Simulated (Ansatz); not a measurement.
Start from `O[SiH]([AlH2])S` and change one atom or group to get `O[SiH](S)[SiH2][SiH3]`.

Ansatz, PBE0-D4/def2-TZVP geometries, multiplicity 1. Each molecule was computed in one conformer, which needn't be the lowest.

```csv
property,`O[SiH]([AlH2])S`
HOMO–LUMO gap (ωB97M-V/def2-TZVPP) / eV,9.83
LUMO energy (PBE/def2-TZVPP) / eV,-1.60
size of the dipole moment (B3LYP/def2-TZVPP) / D,1.64
HOMO–LUMO gap (B3LYP/def2-TZVPP) / eV,5.75
size of the dipole moment (PBE/def2-TZVPP) / D,1.69
HOMO energy (B3LYP/def2-TZVPP) / eV,-6.66
```

Problem. Give the same properties after the change, and the shifts. (An estimate is asked.)

Solution. Ansatz gave: 
```
                                        property  `O[SiH](S)[SiH2][SiH3]`  shift
         HOMO–LUMO gap (ωB97M-V/def2-TZVPP) / eV                    11.02   1.19
               LUMO energy (PBE/def2-TZVPP) / eV                    -1.30   0.30
size of the dipole moment (B3LYP/def2-TZVPP) / D                     1.58  -0.06
           HOMO–LUMO gap (B3LYP/def2-TZVPP) / eV                     6.73   0.98
  size of the dipole moment (PBE/def2-TZVPP) / D                     1.56  -0.13
             HOMO energy (B3LYP/def2-TZVPP) / eV                    -7.38  -0.72
```

With PBE0 the HOMO falls by 0.79 eV and the LUMO rises by 0.29 eV, so the gap widens by about 1.08 eV. PBE moves the HOMO by -0.62 eV and ωB97M-V by -0.96 eV. The zero-point energy changes by 72.4 kJ/mol with +12 modes. Dipoles are sizes alone; their direction can turn.

B3LYP here is the variant with VWN-RPA as its local correlation; programs differ in this.
